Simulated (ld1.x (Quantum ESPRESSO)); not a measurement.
**Which change was made? (Ru, RRKJ)**

ld1.x (Quantum ESPRESSO) 7.5 input, shortened:

```
&input
   title='Ru', zed=44., rel=1, dft='BLYP', iswitch=3,
   config='[Kr] 4d7 5s0.5 5p0'
 /
 &inputp
   pseudotype=2, tm=.false., rho0=0.02, lloc=0,
   nlcc=.false.
 /
3
4P  2  1   6.00   0.00  1.55  1.55  0.0
4D  3  2   7.00   0.00  1.85  1.85  0.0
4S  1  0   2.00   0.00  1.05  1.05  0.0
 &test
   configts(1)='4s2 4p6 4d7 5s0.5 5p0'
 /
```

Occupied shells without a wave of their own: 5s. They enter only through the test configuration that unscreens the potential.

Cutoffs, loose and tight: the cutoffs (Ry, on a coarse ladder) from which the occupation-weighted sum of valence levels, in a spherical-Bessel basis at the reference potential, stays within 10 and 1 mRy of its value at 400 Ry. They do not see the model core or the augmentation charge, which bear on the density cutoff. Test errors are all-electron minus pseudo excitation energies from the reference, over the configurations 4s2 4p6 4d7 5s1 5p0; 4s2 4p6 4d7 5s0 5p0; 4s2 4p6 4d6 5s0 5p0; 4s2 4p6 4d6 5s1 5p1; 4s2 4p6 4d6 5s1 5p0; 4s2 4p6 4d4 5s0 5p0; 4s2 4p6 4d7.5 5s0.5 5p0; variants that change the core or the reference have their own tests.

The base gives: outcome: generated; cutoff, loose: 120 Ry; cutoff, tight: 200 Ry; bound ghosts: none; largest test error (meV): +114.

On the changes marked as counting shells twice: ld1.x takes every shell without a wave as core, so the model core holds the marked electrons as well and exchange and correlation see them twice. This cancels in the reference configuration, but the file is broken for other ones, and its errors say nothing about a proper core correction.

**Question.** After one change the result is: outcome: generated; cutoff, loose: 120 Ry; cutoff, tight: 200 Ry; bound ghosts: none; largest test error (meV): -210. Which change was it?
A. wave 4d (bound): rc 1.85 bohr becomes 4d (bound): rc 2.80 bohr
B. reference 4s2 4p6 4d7 5s0 5p0
C. wave 4s (bound): rc 1.05 bohr becomes 4s (bound): rc 1.50 bohr
D. core correction a·sin(br)/r model core inside 1.16 bohr (5s counted twice)

**Answer.** D. The others give: wave 4d (bound): rc 1.85 bohr becomes 4d (bound): rc 2.80 bohr → outcome: generated; cutoff, loose: 120 Ry; cutoff, tight: 200 Ry; bound ghosts: none; largest test error (meV): +1282 | reference 4s2 4p6 4d7 5s0 5p0 → outcome: generated; cutoff, loose: 120 Ry; cutoff, tight: 200 Ry; bound ghosts: none; largest test error (meV): +171 | wave 4s (bound): rc 1.05 bohr becomes 4s (bound): rc 1.50 bohr → outcome: generated, misses its reference levels by 0.86 eV; cutoff, loose: 70 Ry; cutoff, tight: 90 Ry; bound ghosts: none; largest test error (meV): -1124.
